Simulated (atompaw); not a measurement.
Cr (Z = 24) PAW (atompaw): all-electron and pseudo phase curves

```
Element                 : chromium
Generator               : atompaw 4.2.0.5
Type                    : PAW
Functional              : PBE
Relativity              : non-relativistic
Frozen core             : [Ne] 3s2
Valence charge          : 12
Reference configuration : 3p6 3d5 4s0 4p0 (charge +1)
Partial waves           : 4s (bound, empty): rc 2.50 bohr; 4s channel at 0.1 Ry: rc 2.50 bohr; 3p (bound): rc 1.40 bohr; 4p (bound, empty): rc 2.50 bohr; 3d (bound): rc 2.50 bohr; 3d channel at -0.25 Ry: rc 2.50 bohr
Local potential         : troulliermartins scheme with l = 3 at 1 Ry, radius 1.65 bohr
Core correction         : smooth core density matched at 2.30 bohr
Augmentation charge     : sinc compensation charge, radius 1.80 bohr; PAW radius 2.50 bohr; waves and projectors: custom polynom2 7 10 vanderbiltortho
```

The phase is arctan(r·u′/u) with u = r·R(r), unwrapped; energies in Ry, scanned from -6 to 5 Ry. A pole is an energy at which the radial function vanishes at the test radius. The pseudo phase is shifted by a multiple of π to meet the all-electron one at the reference energy, and phase errors are pseudo minus all-electron; the curves can meet again beyond the range given. Levels narrower than the energy grid can be missing from the lists of poles.

**Question.** For each channel, where are the poles, and over which energies does the pseudopotential scatter like the atom?

**Answer.**

```
channel  radius (bohr)  reference energy (Ry)  poles, all-electron  poles, pseudo  unbroken range about the reference energy with phases within 0.05 rad  phase error 1 Ry above the reference energy (rad)
      s           2.51                  -0.72          -5.81, 1.90    -4.17, 1.89                                                            -4.2 to 4.3                                             +0.000
      p           2.51                  -0.44          -3.78, 2.86    -3.78, 0.99                                                              below 0.0                                             -0.196
      d           2.51                  -0.73          -0.48, 4.43          -0.48                                                              below 1.1                                             +0.001
```

Note: ghost state, extra bound levels that the all-electron valence spectrum of the same l lacks: s at -57.1 eV. A true bound ghost makes a file unfit for plane-wave use.

Phases in the s channel:

| E (Ry) | all-electron | pseudo |
| --- | --- | --- |
| -6.00 | 1.343 | 1.386 |
| -5.52 | -1.746 | 1.376 |
| -5.04 | -1.769 | 1.363 |
| -4.56 | -1.787 | 1.345 |
| -4.08 | -1.806 | -1.794 |
| -3.60 | -1.830 | -1.829 |
| -3.12 | -1.861 | -1.861 |
| -2.64 | -1.905 | -1.906 |
| -2.16 | -1.973 | -1.973 |
| -1.68 | -2.090 | -2.090 |
| -1.20 | -2.339 | -2.339 |
| -0.72 | -2.992 | -2.992 |
| -0.24 | -3.934 | -3.934 |
| 0.24 | -4.357 | -4.357 |
| 0.72 | -4.533 | -4.533 |
| 1.20 | -4.627 | -4.628 |
| 1.68 | -4.689 | -4.690 |
| 2.16 | -4.737 | -4.738 |
| 2.64 | -4.777 | -4.781 |
| 3.12 | -4.817 | -4.824 |
| 3.60 | -4.860 | -4.875 |
| 4.08 | -4.913 | -4.946 |
| 4.56 | -4.988 | -5.075 |
